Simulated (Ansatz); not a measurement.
The cluster Al6Cu⁻. Charge -1, multiplicity 1. Geometry PBE-D4/def2-SVPD.

```xyz
7

Cu    1.523   -0.764    0.962
Al   -0.518    0.290    1.885
Al   -0.598    1.355   -1.632
Al   -2.198    0.049   -0.135
Al    1.155   -0.610   -1.483
Al   -0.453   -1.924    0.020
Al    1.089    1.605    0.382
```

HSE06 is defined as in plane-wave codes, on full-range PBE exchange. The restricted singlet is unstable towards broken spin symmetry in Hartree–Fock (as tested in another run); at LDA (SPW92)/def2-TZVPD, PBE-D4/def2-TZVPD, r2SCAN-D4/def2-TZVPD, PBE0-D4/def2-TZVPD and others this wasn't settled. Another isomer (singlet) lies 0.12 eV lower at PBE0-D4/def2-TZVPD; other spin states weren't run for this one.

(1) Estimate the orbital energies around the gap (eV) in Ansatz with LDA (SPW92)/def2-TZVPD, PBE-D4/def2-TZVPD, r2SCAN-D4/def2-TZVPD, PBE0-D4/def2-TZVPD, HSE06-D4/def2-TZVPD.

## Answers

(1) 
```csv
orbital,LDA (SPW92)/def2-TZVPD,PBE-D4/def2-TZVPD,r2SCAN-D4/def2-TZVPD,PBE0-D4/def2-TZVPD,HSE06-D4/def2-TZVPD
HOMO−5,-2.03,-1.89,-1.98,-2.61,-2.27
HOMO−4,-1.90,-1.76,-1.85,-2.43,-2.09
HOMO−3,-1.69,-1.56,-1.69,-2.15,-1.80
HOMO−2,-1.21,-1.10,-1.26,-1.69,-1.35
HOMO−1,-1.11,-1.00,-1.15,-1.64,-1.29
HOMO,-0.89,-0.79,-0.94,-1.41,-1.06
LUMO,0.55,0.66,0.69,1.17,0.84
LUMO+1,0.68,0.79,0.83,1.32,0.99
LUMO+2,0.89,1.01,1.08,1.54,1.21
LUMO+3,0.97,1.09,1.14,1.64,1.30
LUMO+4,1.31,1.43,1.50,1.97,1.63
LUMO+5,1.46,1.59,1.76,2.20,1.87
```
